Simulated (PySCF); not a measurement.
CHO, SMILES [C][OH+] (connectivity only; charge and spin as stated), charge +1, multiplicity 1. The structure is a stationary point at PBE0-D3(BJ)/def2-TZVPD.

TDDFT-PBE/def2-TZVPD in PySCF puts the lowest singlet excitations at 8.21, 8.21, 9.42, 10.51, 10.78, 10.78 eV.

**Question.** What are the lowest excitation roots from ADC(3)/aug-cc-pVDZ run with PySCF? (Estimate from the structure and the level; the computed values follow.)

**Answer.** 8.33, 8.33, 10.83, 10.89, 11.01, 13.74 eV. S1 differs by 0.12 eV (second minus first; roots are paired by order, and the bases may differ).
